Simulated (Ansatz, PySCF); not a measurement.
System: Sb$_{2}$ (charge 0, singlet). SMILES: [Sb]#[Sb]
Coordinates optimised at B3LYP-D3(BJ)/def2-TZVP (Ansatz, a first-principles code):
```xyz
2

Sb     0.0000     0.0000    -1.2440
Sb     0.0000     0.0000     1.2440
```
Charge 0, spin multiplicity 1.

Property: atomisation energy (electronic, to ground-state atoms), in kJ/mol. Cores are frozen in the correlated levels unless marked. Open shells are spin-unrestricted. No spin-orbit coupling. The frozen core is the preceding noble-gas configuration, with the filled d and f shells of earlier blocks. In def2 rows, elements after Kr have scalar-relativistic effective core potentials. The coupled-cluster limit lacks core correlation, which all-electron functionals hold. CBS marks a two-point X^-3 extrapolation of the correlation energy; Hartree-Fock from the larger set.

The Hartree-Fock reference is unstable (checked in the largest basis), which strains HF and MP2. 

| level | program | atomisation energy (kJ/mol) |
|---|---|---|
| BP86-D4/def2-TZVPD | PySCF + dftd4 | 328.6 |
| B3LYP/def2-TZVPD | Ansatz | ___ |
| PBE0-D3(BJ)/def2-TZVP | Ansatz + dftd3 | 266.3 |
| PBE0-D4/def2-TZVPD | Ansatz + dftd4 | 267.3 |
| CAM-B3LYP-D3(BJ)/def2-TZVPD | Ansatz + dftd3 | ___ |
| CCSD(T)/CBS(def2-TZVPPD,def2-QZVPPD) | Ansatz | ___ |

Question: Fill in the missing entries.

Answer: 
- B3LYP/def2-TZVPD, atomisation energy (kJ/mol): 291.5
- CAM-B3LYP-D3(BJ)/def2-TZVPD, atomisation energy (kJ/mol): 263.3
- CCSD(T)/CBS(def2-TZVPPD,def2-QZVPPD), atomisation energy (kJ/mol): 275.1
